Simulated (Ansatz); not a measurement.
Consider the redistribution: `N[SiH](S)Cl` + `N[Si@H](O)N[Si@@H](N)F` → `N[Si@H](F)N[Si@@H](N)Cl` + `N[SiH](O)S`.

Gas-phase electronic energies from Ansatz, PBE0-D4/def2-TZVP geometries. CCSD(T)/CBS is the MP2 limit (def2-TZVPP, def2-QZVPP) plus CCSD(T) − MP2 in def2-TZVPP, frozen cores. Functionals use def2-TZVPP. Each species was taken in one conformer, which may not be the lowest.

| species | B2PLYP energy (Eh) |
| --- | --- |
| `N[SiH](S)Cl` | -1204.80559 |
| `N[Si@H](O)N[Si@@H](N)F` | -923.10479 |
| `N[Si@H](F)N[Si@@H](N)Cl` | -1307.37437 |
| `N[SiH](O)S` | -820.53231 |

**Question.** Work out ΔE.

**Answer.** ΔE = (-1307.37437) + (-820.53231) − (-1204.80559) − (-923.10479) = 0.00370 Eh = +9.7 kJ/mol. CCSD(T)/CBS gives +9.8 kJ/mol.

Largest T1 diagnostic among the species: 0.011.

In def2-TZVPP, CCSD(T) changes the Hartree–Fock value by +13.2 kJ/mol (the triples alone add +2.6 kJ/mol) and MP2 by +13.5 kJ/mol.
